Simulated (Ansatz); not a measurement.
C2H7NSi can be A, `CN(C)[SiH]`, or B, `C=NC[SiH3]`.

Program: Ansatz. Geometries: PBE0-D4/def2-TZVP. ΔE: electronic, gas phase. CBS: MP2 limit from def2 TZ/QZ plus the TZ coupled-cluster correction, frozen cores. DFT in def2-TZVPP. B3LYP here is the variant with VWN-RPA as its local correlation; programs differ in this. Each species was taken in one conformer, which may not be the lowest.

A:

```xyz
11

C     1.102    0.411   -0.731
N    -0.183    0.342   -0.061
C    -0.381   -0.929    0.602
Si   -1.247    1.682   -0.127
H     1.220    1.380   -1.219
H     1.190   -0.375   -1.490
H     1.923    0.278   -0.016
H    -0.330   -1.755   -0.118
H    -1.353   -0.948    1.091
H     0.398   -1.101    1.355
H    -2.340    1.014    0.714
```

B:

```xyz
11

C    -1.834    0.833    0.072
N    -1.088    0.057   -0.581
C    -0.127   -0.737    0.132
Si    1.619   -0.123   -0.263
H    -2.548    1.458   -0.462
H    -1.807    0.914    1.168
H    -0.188   -1.773   -0.220
H    -0.278   -0.739    1.224
H     1.770    1.280    0.205
H     1.876   -0.188   -1.723
H     2.604   -0.982    0.449
```

Problem. Which isomer does CCSD(T)/CBS put lower? Give the gap. (Estimate.)

Solution. Computed: A, by 5.3 kcal/mol.

Problem. Give E(B) − E(A) in kcal/mol with PBE0-D4, MP2/def2-TZVPP, B3LYP-D4, CCSD(T)/def2-TZVPP, BLYP-D4, ωB97M-V, r2SCAN-D4. (Best estimate.)

Solution. The calculation gave: PBE0-D4 5.9, MP2/def2-TZVPP 5.1, B3LYP-D4 5.0, CCSD(T)/def2-TZVPP 5.4, BLYP-D4 5.0, ωB97M-V 6.5, r2SCAN-D4 3.4. None reverses the order clearly.

Problem. Does the order hold for the free energy at 298.15 K (harmonic terms from PBE0-D4)? (An estimate is asked.)

Solution. Ansatz gave: Too close to call: G(B) − G(A) = +0.3 kcal/mol, for one conformer each.

Largest T1 diagnostic: 0.015.

From r2SCAN to r2SCAN0 (25 % exact exchange), in def2-TZVPP and without D4, E(B) − E(A) moves by +1.0 kcal/mol. The D4 term adds +1.0 kcal/mol with B3LYP and +0.5 kcal/mol with PBE0; it sums over pairs of atoms, weighted by their polarisabilities, and B3LYP, whose exchange is more repulsive, gets the larger term.
